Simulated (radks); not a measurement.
Problem. The mean radii <r> (bohr) of the occupied orbitals of an atom or ion are listed with their occupations. All-electron calculation, Dirac Kohn-Sham, PBE, spin-unpolarised, spherical densities, finite nucleus; Fermi nuclear charge, rms radius of each element as measured or else 0.836 A^(1/3) + 0.57 fm. Program: a radial shooting solver on a logarithmic mesh with Libxc functionals.

| orbital | occ. | <r> |
|---|---|---|
| 1s1/2 | 2 | 0.01899 |
| 2s1/2 | 2 | 0.07978 |
| 2p1/2 | 2 | 0.06612 |
| 2p3/2 | 4 | 0.07385 |
| 3s1/2 | 2 | 0.2082 |
| 3p1/2 | 2 | 0.1981 |
| 3p3/2 | 4 | 0.2125 |
| 3d3/2 | 4 | 0.1864 |
| 3d5/2 | 6 | 0.1908 |
| 4s1/2 | 2 | 0.4676 |
| 4p1/2 | 2 | 0.4738 |
| 4p3/2 | 4 | 0.5064 |
| 4d3/2 | 4 | 0.5264 |
| 4d5/2 | 6 | 0.5377 |
| 5s1/2 | 2 | 1.116 |
| 5p1/2 | 2 | 1.230 |
| 5p3/2 | 4 | 1.327 |
| 4f5/2 | 6 | 0.6444 |
| 4f7/2 | 7 | 0.6546 |
| 5d3/2 | 2 | 1.835 |

Name the element and its charge. Open shells, if any, fill j = l - 1/2 first.

Solution. Z = 72, hafnium, charge +3: Hf3+ in [Xe] 4f13 5d2. The 1s radius gives Z: for a bare nucleus <r> = (2 gamma + 1)/(2Z) with gamma = sqrt(1 - (Z/c)^2), 0.01876 bohr for Z = 72, and screening makes it slightly larger (0.01899 here). The occupations add up to 69, and the charge is Z minus that.
